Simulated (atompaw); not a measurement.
**Scattering properties, PAW (atompaw) potential for Cl (Z = 17)**

```
Element                 : Cl
Generator               : atompaw 4.2.0.5
Type                    : PAW
Functional              : PBEsol
Relativity              : scalar-relativistic
Frozen core             : [Ne]
Valence charge          : 7
Reference configuration : 3s2 3p4.5 (charge +0.5)
Partial waves           : 3s (bound): rc 1.55 bohr; 3s channel at 1.8 Ry: rc 1.15 bohr; 3p (bound): rc 1.55 bohr; 3p channel at 0.75 Ry: rc 1.55 bohr
Local potential         : ultrasoft scheme with l = 2 at 1 Ry, radius 1.05 bohr
Core correction         : smooth core density matched at 1.05 bohr
Augmentation charge     : sinc compensation charge, radius 1.50 bohr; PAW radius 1.55 bohr; waves and projectors: custom polynom2 7 10 vanderbiltortho
```

The phase is arctan(r·u′/u) with u = r·R(r), unwrapped; energies in Ry, scanned from -4 to 5 Ry. A pole is an energy at which the radial function vanishes at the test radius. The pseudo phase is shifted by a multiple of π to meet the all-electron one at the reference energy, and phase errors are pseudo minus all-electron; the curves can meet again beyond the range given. Levels narrower than the energy grid can be missing from the lists of poles.

| channel | radius (bohr) | reference energy (Ry) | poles, all-electron | poles, pseudo | unbroken range about the reference energy with phases within 0.05 rad | phase error 1 Ry above the reference energy (rad) |
| --- | --- | --- | --- | --- | --- | --- |
| s | 1.55 | -1.92 | 2.20 | 2.20 | the whole range | -0.000 |
| p | 1.55 | -1.01 | 3.47 | 3.46 | the whole range | +0.000 |

Phases in the p channel:

```
E (Ry)  all-electron  pseudo
 -4.00         1.099   1.099
 -3.76         1.071   1.070
 -3.52         1.037   1.037
 -3.28         0.998   0.997
 -3.04         0.950   0.950
 -2.80         0.893   0.892
 -2.56         0.822   0.822
 -2.32         0.733   0.733
 -2.08         0.620   0.620
 -1.84         0.476   0.476
 -1.60         0.296   0.296
 -1.36         0.077   0.077
 -1.12        -0.166  -0.166
 -0.88        -0.408  -0.408
 -0.64        -0.625  -0.625
 -0.40        -0.805  -0.805
 -0.16        -0.948  -0.948
  0.08        -1.061  -1.061
  0.32        -1.149  -1.149
  0.56        -1.221  -1.221
  0.80        -1.279  -1.279
  1.04        -1.327  -1.327
  1.28        -1.367  -1.367
  1.52        -1.402  -1.402
  1.76        -1.432  -1.432
  2.00        -1.458  -1.458
  2.24        -1.481  -1.481
  2.48        -1.502  -1.502
  2.72        -1.521  -1.521
  2.96        -1.538  -1.538
  3.20        -1.554  -1.554
  3.44        -1.569  -1.569
  3.68        -1.583  -1.583
  3.92        -1.596  -1.597
  4.16        -1.609  -1.609
  4.40        -1.621  -1.622
  4.64        -1.633  -1.634
  4.88        -1.645  -1.646
```
